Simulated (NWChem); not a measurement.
Molecule: diphosphane (P₂H₄); SMILES PP

All runs: NWChem. Coordinates come from a B3LYP/6-31G* (spherical d) optimisation. Solvent water, SMD (1 M gas to 1 M solution), gas-phase geometry. Reactions with the solvent are ignored.

```tsv
level	basis functions	solvation free energy (kcal/mol)	cavity-dispersion-structure term (kcal/mol)	relative time
PBE0/cc-pVDZ	56	0.3	2.8	1
PBE0/aug-cc-pVDZ	90	0.5	2.8	2
PBE0/cc-pVTZ	124	0.5	2.8	3
PBE0/aug-cc-pVTZ	192	0.5	2.8	4
PBE0/cc-pVQZ	238	0.6	2.8	7
```

Relative times are rough (shared machine, one core).
